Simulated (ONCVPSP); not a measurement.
# Reading a pseudo-wave (H (Z = 1))

Columns: radius, all-electron u(r) and pseudo u(r) of the 1s shell (level -12.34 eV) of hydrogen in the configuration 1s0.5; LDA (Perdew-Zunger), non-relativistic, ONCV scheme, ONCVPSP 4.0.1.

```json
{"r (bohr)": "0.045", "all-electron": "0.0893", "pseudo": "0.0748"}
{"r (bohr)": "0.090", "all-electron": "0.1707", "pseudo": "0.1482"}
{"r (bohr)": "0.135", "all-electron": "0.2447", "pseudo": "0.2191"}
{"r (bohr)": "0.180", "all-electron": "0.3117", "pseudo": "0.2867"}
{"r (bohr)": "0.225", "all-electron": "0.3723", "pseudo": "0.3505"}
{"r (bohr)": "0.270", "all-electron": "0.4268", "pseudo": "0.4103"}
{"r (bohr)": "0.315", "all-electron": "0.4756", "pseudo": "0.4657"}
{"r (bohr)": "0.360", "all-electron": "0.5192", "pseudo": "0.5162"}
{"r (bohr)": "0.405", "all-electron": "0.5578", "pseudo": "0.5612"}
{"r (bohr)": "0.450", "all-electron": "0.5919", "pseudo": "0.6002"}
{"r (bohr)": "0.495", "all-electron": "0.6218", "pseudo": "0.6329"}
{"r (bohr)": "0.540", "all-electron": "0.6477", "pseudo": "0.6592"}
{"r (bohr)": "0.585", "all-electron": "0.6701", "pseudo": "0.6802"}
{"r (bohr)": "0.630", "all-electron": "0.6890", "pseudo": "0.6966"}
{"r (bohr)": "0.675", "all-electron": "0.7049", "pseudo": "0.7096"}
{"r (bohr)": "0.720", "all-electron": "0.7179", "pseudo": "0.7203"}
{"r (bohr)": "0.765", "all-electron": "0.7283", "pseudo": "0.7292"}
{"r (bohr)": "0.810", "all-electron": "0.7363", "pseudo": "0.7365"}
{"r (bohr)": "0.855", "all-electron": "0.7421", "pseudo": "0.7421"}
{"r (bohr)": "0.900", "all-electron": "0.7458", "pseudo": "0.7458"}
{"r (bohr)": "0.945", "all-electron": "0.7476", "pseudo": "0.7476"}
{"r (bohr)": "0.990", "all-electron": "0.7478", "pseudo": "0.7478"}
{"r (bohr)": "1.035", "all-electron": "0.7464", "pseudo": "0.7464"}
{"r (bohr)": "1.080", "all-electron": "0.7435", "pseudo": "0.7435"}
{"r (bohr)": "1.125", "all-electron": "0.7394", "pseudo": "0.7394"}
{"r (bohr)": "1.170", "all-electron": "0.7341", "pseudo": "0.7341"}
```

(1) How many radial nodes do the two functions have?

(2) At about which radius was the pseudo-wave matched?

(3) Is the pseudo-wave norm-conserving?

Answers

(1) The all-electron 1s function has n − l − 1 = 0; the pseudo-wave has 0.

(2) 0.90 bohr. The columns agree to 0.0005 from 0.81 bohr on; several derivatives are matched, so the curves merge somewhat inside the radius.

(3) Yes: the ONCV scheme keeps the norm inside the radius equal to the all-electron one, which fixes the energy derivative of the logarithmic derivative at the level.
